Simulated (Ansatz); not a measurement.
Reaction (atomization): `[NH2][GaH][O][SiH2]O` → Ga• + 6 H• + N• + 2 O• + Si•

Program: Ansatz. Geometries: PBE0-D4/def2-TZVP. ΔE: electronic, gas phase. CBS: MP2 limit from def2 TZ/QZ plus the TZ coupled-cluster correction, frozen cores. This one scheme is used for every species, atoms too. DFT in def2-TZVPP. B3LYP here is the variant with VWN-RPA as its local correlation; programs differ in this. No spin–orbit coupling; open shells (•) take unrestricted orbitals. Spin–orbit coupling would lower the free atoms: a little for O, Si; clearly for Ga. For Ga outer-core shells are correlated without core-valence functions, so the limit isn't a true one: a few kJ/mol of doubt a bond, and 10 to 20 or more in all where bonds break to atoms. Scalar relativity is left out up to krypton. One conformer a species, not always the lowest.

```
             level  ΔE (kJ/mol)  difference from CCSD(T)/CBS
            PBE-D4       3812.3                        -14.8
         r2SCAN-D4       3791.7                        -35.4
           PBE0-D4       3736.4                        -90.7
          B3LYP-D4       3776.6                        -50.5
           ωB97X-V       3817.5                         -9.6
           ωB97M-V       3801.6                        -25.5
            B2PLYP       3753.6                        -73.5
               PBE       3787.4                        -39.7
            r2SCAN       3785.6                        -41.5
              PBE0       3715.1                       -112.0
             B3LYP       3736.2                        -90.9
     HF/def2-TZVPP       2651.7                      -1175.4
    MP2/def2-TZVPP       3789.7                        -37.4
SCS-MP2/def2-TZVPP       3780.1                        -47.0
   CCSD/def2-TZVPP       3655.8                       -171.3
CCSD(T)/def2-TZVPP       3713.3                       -113.8
     HF/def2-QZVPP       2662.6                      -1164.5
    MP2/def2-QZVPP       3858.8                         31.7
SCS-MP2/def2-QZVPP       3859.6                         32.5
      HF/CBS(def2)       2664.2                      -1162.9
     MP2/CBS(def2)       3903.5                         76.4
    CCSD/CBS(def2)       3769.6                        -57.5
       CCSD(T)/CBS       3827.1                            0
```

Largest T1 diagnostic among the species: 0.014.

The D4 term adds +40.3 kJ/mol with B3LYP and +21.3 kJ/mol with PBE0; it sums over pairs of atoms, weighted by their polarisabilities, and B3LYP, whose exchange is more repulsive, gets the larger term. From PBE to PBE0 (25 % exact exchange), in def2-TZVPP and without D4, ΔE moves by −72.3 kJ/mol: exact exchange takes away binding that semilocal exchange gives to molecules. In def2-TZVPP, CCSD(T) changes the Hartree–Fock value by +1061.7 kJ/mol (the triples alone add +57.5 kJ/mol) and MP2 by +1138.0 kJ/mol; breaking electron pairs costs correlation energy, which Hartree–Fock lacks.

For atomizations the MP2-based limit and the directly extrapolated one differ by several kJ/mol either way, and by 10 to 25 for some Ge, Se and Sn compounds, so smaller differences from it don't rank the levels.
